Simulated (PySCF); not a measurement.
C3H9AlO2, SMILES C[O][Al]([CH2]C)[OH].

Geometry optimised at B3LYP-D3(BJ)/def2-SVP. One conformer was computed; it need not be the lowest.

All values below come from PySCF with ωB97X/def2-TZVP.

Gas-phase values at a fixed geometry.

Q: Estimate the frontier levels, gap, dipole moment and polarisability. (An estimate is asked for; the answer gives what the named calculation found.)

A: 
The highest occupied level is -10.28 eV and the lowest empty level is 1.85 eV. The orbital gap is 12.12 eV. The dipole moment comes out as 1.42 D and the quadrupole, principal values (traceless, Buckingham form, about the centre of nuclear charge) comes out as -7.84, 2.04, 5.81 D·Å. The mean static polarisability is 66.3 bohr³ (9.83 Å³) and the polarisability, principal values is 56.0, 63.4, 79.6 bohr³.
